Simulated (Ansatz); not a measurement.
Reaction (cleavage of the B–Zn bond): `Cl[BH][ZnH]` + H₂Se → `ClB[SeH]` + `[ZnH2]`

Gas-phase electronic energies from Ansatz, PBE0-D4/def2-TZVP geometries. CBS: MP2 limit from def2 TZ/QZ plus the TZ coupled-cluster correction, frozen cores. DFT in def2-TZVPP. For Se, Zn outer-core shells are correlated without core-valence functions, which leaves a few kJ/mol of doubt a bond. Scalar relativity is left out up to krypton. One conformer a species, not always the lowest.

`Cl[BH][ZnH]`:

Cartesian coordinates in Å:
```
Cl -0.759 1.495 1.426
B -0.730 0.078 0.394
Zn 0.979 -0.358 -0.711
H -1.752 -0.545 0.420
H 2.262 -0.670 -1.530
```

H₂Se:

```xyz
3

Se   -0.524    0.061    0.436
H    -0.242    0.575   -0.909
H     0.766   -0.636    0.473
```

`ClB[SeH]`:

Cartesian coordinates in Å:
```
Cl 0.044 -1.975 -0.914
B 0.145 -0.512 0.026
Se -0.626 1.096 -0.675
H 0.688 -0.530 1.083
H -0.251 1.921 0.480
```

`[ZnH2]`:

```xyz
3

Zn    0.000    0.000    0.000
H    -0.061   -0.161    1.535
H     0.061    0.161   -1.535
```

```csv
level,ΔE (kcal/mol)
PBE0,-23.5
HF/def2-TZVPP,-22.6
```

Problem. What does CCSD(T)/CBS give? (An estimate is asked.)

Solution. The calculation gave: -23.2 kcal/mol. The listed levels differ from it by -0.3, 0.6 kcal/mol.

Problem. What do rigid-rotor, harmonic-oscillator terms from PBE0-D4/def2-TZVP frequencies (298.15 K, 1 bar) make of the CCSD(T)/CBS value? (Estimate.)

Solution. Ansatz gave: ΔZPE = +0.6 kcal/mol, ΔH = -23.0 kcal/mol, ΔS = -24 J/(mol·K), ΔG = -21.3 kcal/mol.

Largest T1 diagnostic among the species: 0.016.

Leaving LDA and LC-ωPBE aside and taking each functional with its dispersion term where it has one, the values, not all of them listed here, spread over 3.1 kcal/mol, from B97M-V to ωB97X-V. LDA lies −1.7 kcal/mol from PBE without D4. In def2-TZVPP, CCSD(T) changes the Hartree–Fock value by −1.1 kcal/mol (the triples alone add −0.5 kcal/mol) and MP2 by −2.9 kcal/mol.
